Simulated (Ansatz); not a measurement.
# Ligand exchange: C3H3F3 + GeH3I → C2F3I + GeH3(CH3)

Species: C3H3F3 `CC(F)=C(F)F`, singlet; GeH3I `[GeH3][I]`, singlet; C2F3I (trifluoroiodoethylene) `FC(F)=C(F)I`, singlet; GeH3(CH3) (methyl germane), singlet. The partners trade CH3 for I: C–CH3 and Ge–I bonds give way to C–I and Ge–CH3.

Shapes, held fixed at every level: PBE0-D4/def2-TZVP. Programs: Ansatz 0.2.0. The zero-point and thermal change to 298 K, harmonic and unscaled (PBE0-D4/def2-TZVP), is -5.3 kJ/mol.

**Question.** Estimate ΔH(298 K) of this reaction.

**Answer.** The highest level, CCSD(T)/def2-TZVPP, gives ΔH(298 K) = +129.8 kJ/mol; the levels span +129.8 to +179.7. The column of differences is taken from that level and isn't an error. No measured value is set beside it here. For atoms past krypton def2 sets carry core potentials with scalar relativity. Relativity is left out for Ge. Outer-core shells of Ge, I are correlated in most correlated rows, in sets that cover them unevenly. CCSD(T)/def2-TZVPP lies outside the range of all other levels here, so it shouldn't be taken on trust.

```tsv
level	kind	ΔH(298 K) (kJ/mol)	less CCSD(T)/def2-TZVPP
HF/def2-SVP	Hartree–Fock	+179.7	+49.9
r2SCAN-D4/def2-TZVPP	meta-GGA	+135.5	+5.7
r2SCAN0-D4/def2-TZVPP	global hybrid	+144.4	+14.6
wB97X-V/def2-TZVPP	range-separated hybrid	+137.3	+7.5
CCSD(T)/def2-SVP	coupled cluster or CI	+150.4	+20.6
CCSD/def2-SVP	coupled cluster or CI	+155.0	+25.2
CCSD/def2-TZVPP	coupled cluster or CI	+135.2	+5.4
CCSD(T)/def2-TZVPP	coupled cluster or CI	+129.8	0.0
```
